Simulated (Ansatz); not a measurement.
Geometry optimisation, Ansatz, RKS PBE/def2-SVP.

The input (input.yaml):

```yaml
crystal:
  periodic: [false, false, false]
  atoms:
    - { symbol: Hf, position_ang: [0.0, 0.0, 0.0] }
    - { symbol: O, position_ang: [0.0, 0.0, 2.42] }
    - { symbol: Si, position_ang: [-1.3147, -0.4067, 3.3836] }
    - { symbol: H, position_ang: [-2.239, -1.2403, 2.6204] }
    - { symbol: H, position_ang: [-0.8506, -1.1432, 4.5557] }
    - { symbol: H, position_ang: [-1.9987, 0.8095, 3.8133] }
    - { symbol: F, position_ang: [1.8671, 0.0, -0.6593] }
    - { symbol: F, position_ang: [-0.9326, 1.6157, -0.6593] }
    - { symbol: F, position_ang: [-0.9326, -1.6157, -0.6593] }
    - { symbol: Si, position_ang: [1.5188, -2.3064, 0.9176] }
    - { symbol: H, position_ang: [0.7001, -3.509, 0.7954] }
    - { symbol: H, position_ang: [2.722, -2.4528, 0.1037] }
    - { symbol: H, position_ang: [1.8974, -2.1161, 2.3147] }
    - { symbol: H, position_ang: [0.7523, -1.1424, 2.1872] }
basis:
  gaussian: { orbitals: def2-SVP }
hamiltonian:
  xc: pbe
relax:
  f_tol: 0.15
  max_steps: 25
  restrain:
    - { distance: [0, 9], at: 3.81, k: 30.0 }
    - { distance: [13, 1], at: 2.21, k: 30.0 }
    - { distance: [0, 1], at: 2.07, k: 30.0 }
    - { distance: [13, 9], at: 1.46, k: 30.0 }
```

Launched with:

```bash
$ ansatz run input.yaml --threads 4 --pin off --max-ram 5120MiB --backend cpu --events-out ev --progress --plain --runs-dir out
```

Question: Where does it end, and by what steps?

Answer: The forces met the threshold. The restraints hold the end off the free minimum; the threshold counts their pulls, which the force column leaves out. Restrained pairs: Hf1–Si10 (2.91 → 3.81 Å), O2–H14 (1.39 → 2.22 Å), Hf1–O2 (2.42 → 2.02 Å), Si10–H14 (1.89 → 1.48 Å). After 10 steps the energy has fallen by 3.612 eV (the restraints' own energy left out); O2 moved furthest, 0.93 Å.

```json
{"step": "0", "energy less start (eV)": "0.0000", "largest force component (eV/Å)": "2.259", "accepted": "yes"}
{"step": "1", "energy less start (eV)": "0.2203", "largest force component (eV/Å)": "4.573", "accepted": "yes"}
{"step": "2", "energy less start (eV)": "-0.1524", "largest force component (eV/Å)": "5.314", "accepted": "yes"}
{"step": "3", "energy less start (eV)": "-1.4333", "largest force component (eV/Å)": "3.389", "accepted": "yes"}
{"step": "4", "energy less start (eV)": "-2.3674", "largest force component (eV/Å)": "1.552", "accepted": "yes"}
{"step": "5", "energy less start (eV)": "-2.9606", "largest force component (eV/Å)": "1.455", "accepted": "yes"}
{"step": "6", "energy less start (eV)": "-3.4020", "largest force component (eV/Å)": "1.548", "accepted": "yes"}
{"step": "7", "energy less start (eV)": "-3.5351", "largest force component (eV/Å)": "1.473", "accepted": "yes"}
{"step": "8", "energy less start (eV)": "-3.5855", "largest force component (eV/Å)": "1.520", "accepted": "yes"}
{"step": "9", "energy less start (eV)": "-3.5895", "largest force component (eV/Å)": "1.387", "accepted": "yes"}
{"step": "10", "energy less start (eV)": "-3.6121", "largest force component (eV/Å)": "1.446", "accepted": "yes"}
```

```xyz
14
Properties=species:S:1:pos:R:3
Hf -0.151 0.290 -0.064
O -0.730 0.015 1.850
Si -1.429 -0.302 3.342
H -2.589 -1.246 3.174
H -0.406 -0.935 4.247
H -1.920 0.976 3.964
F 1.715 0.724 -0.223
F -1.123 1.791 -0.750
F -0.608 -1.208 -1.178
Si 1.692 -2.728 1.348
H 0.888 -3.987 1.214
H 2.616 -2.577 0.174
H 2.478 -2.739 2.625
H 0.757 -1.579 1.410
```

Time of the run: 35 s on 4 threads of Arm Neoverse V2 (shared host), peak memory 0.25 GiB.
